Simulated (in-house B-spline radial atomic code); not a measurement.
A run on K (an excited or competing configuration) that did not converge. Method: scalar-relativistic (X2C) wB97X, spin-polarised, spherical fractional occupations, Fermi nucleus of rms radius 3.4349 fm; computed with an all-electron radial atomic-structure program (B-spline basis).

Command:
```bash
python run_scf.py task.json out
```
Settings (nuclear radius in fm, mass in u):
```
Z                19
configuration    [Ne] 3s2 3p5 4s1 4f1
hamiltonian      x2c
method           wb97x
spin_polarised   True
nucleus          fermi
rms_radius       3.4349
atomic_mass      38.96371
speed_of_light   137.035999084
```

First and last ten iterations of the last attempt (damped for 15 steps, keeping 80 % of the old Fock matrix, then DIIS):
```
 iter        energy (Eh)    residual
    1        -598.821928    2.73e-01
    2        -600.841824    1.10e-01
    3        -601.023508    7.79e-02
    4        -601.119945    5.49e-02
    5        -601.171446    4.00e-02
    6        -601.199076    2.93e-02
    7        -601.213705    2.15e-02
    8        -601.221610    1.59e-02
    9        -601.225855    1.21e-02
   10        -601.228183    9.23e-03
  111        -601.230839    8.90e-04
  112        -601.230778    9.45e-04
  113        -601.230344    1.19e-03
  114        -601.230234    9.01e-04
  115        -601.230396    9.12e-04
  116        -601.230125    7.24e-04
  117        -601.230116    1.20e-03
  118        -601.230238    1.29e-03
  119        -601.230234    1.24e-03
  120        -601.230250    1.10e-03
 not converged after 120 iterations
```

The smallest residual met was 4.5e-04; the threshold is about 2e-07. No energy from this run should be used. Time taken, with all properties: 9.9 s on 1 thread of Arm Neoverse V2, with other jobs on the host.
